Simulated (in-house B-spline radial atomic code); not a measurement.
## RPA and G0W0 on LDA exchange-only: He⁺

Configuration 1s1, highest spin, mean-field start LDA exchange-only. Computed with an all-electron radial atomic-structure program (B-spline basis): all electrons, scalar-relativistic (spin-free one-electron X2C), finite nucleus, each spin shell either full or empty, empty states to l = 9 with an (l + 1/2)⁻⁴ tail; G0W0 by contour deformation at full frequency.

With one electron the exact correlation energy is zero, so what RPA and GW give is self-correlation.

Command:
```bash
python run_gw.py task.json out
```
Settings (radii: box in bohr, nucleus in fm):
```
Z                        2
electrons                1
configuration            1s1
hamiltonian              x2c
method                   lda,
lmax                     9
rms_radius               1.6755
spin_polarised           True
box_radius               23.78
intervals                74
ion_configuration        bare nucleus
```

Time taken, with all properties: 0.9 s on 1 thread of Arm Neoverse N1, with other jobs on the host.

Energies (hartree):

| term | value |
| --- | --- |
| mean-field total | -1.91269 |
| Hartree-Fock functional on these orbitals | -1.99857 |
| direct second order | -0.02348 |
| second-order exchange | 0.02348 |
| SOSEX correction | 0.022053 |

(1) What is the RPA correlation energy, and what remains with SOSEX?

Quasi-particle levels (eV):

```csv
level,occupied,mean field,Σx - vxc,Σc,QP weight,G0W0
1s up,yes,-40.25,-14.13,?,?,?
1s down,no,-22.703,0.00,-1.91,0.979,-24.616
```

G0W0 = mean field + (Σx - vxc) + Σc, with Σc (partial-wave tail included) taken at the quasi-particle energy.

(2) Where does G0W0 put 1s up?

(3) What does it cost to remove one electron (to the bare nucleus) by differences of total energies, each species on its own start (correlation terms add to the Hartree-Fock functional)?

Answers

(1) RPA gives -0.022053 hartree (-0.6 eV per electron); RPA + SOSEX gives 0, and the second-order doubles 0 hartree (no singles). SOSEX takes back 100 % of the RPA value.

(2) At -53.66 eV, with Σc = 0.72 eV and a quasi-particle weight of 0.947. The tabulated removal energy is 54.418 eV (NIST, tabulated theory).

(3) LDA exchange-only 52.05 eV, Hartree-Fock functional 54.38 eV, + RPA 54.98 eV, + RPA + SOSEX 54.38 eV, + second order 54.38 eV. Tabulated: 54.418 eV (NIST, tabulated theory).
